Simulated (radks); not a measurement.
These are the eigenvalues of the occupied orbitals of an atom or ion with whole-number occupations (eV). All-electron calculation, scalar-relativistic Kohn-Sham, LDA (Slater exchange, Perdew-Wang correlation), spin-polarised, spherical densities, finite nucleus; Fermi nuclear charge, rms radius of each element as measured or else 0.836 A^(1/3) + 0.57 fm. Program: a radial shooting solver on a logarithmic mesh with Libxc functionals.

orbital  eigenvalue
1s        -35763.55
2s        -5615.525
2p        -5040.997
3s        -1171.168
3p        -986.2138
3d        -713.8575
4s        -225.0215
4p        -165.8035
4d         -79.5705
5s         -32.1786
5p         -18.8292

Which element is it, and in what charge state? The configuration may be excited. Open shells, if any, are filled with parallel spins first.

Answer. Z = 55, caesium, charge +1: Cs+ in [Xe]. The list shows which subshells hold electrons but not how many an open one holds; the 1s level, -1314.3 hartree, gives Z - s = 51.3 by -(Z - s)^2/2, which with screening and relativity narrows Z to a few neighbours, and the depths of the outer levels then fix element, charge and occupations together.
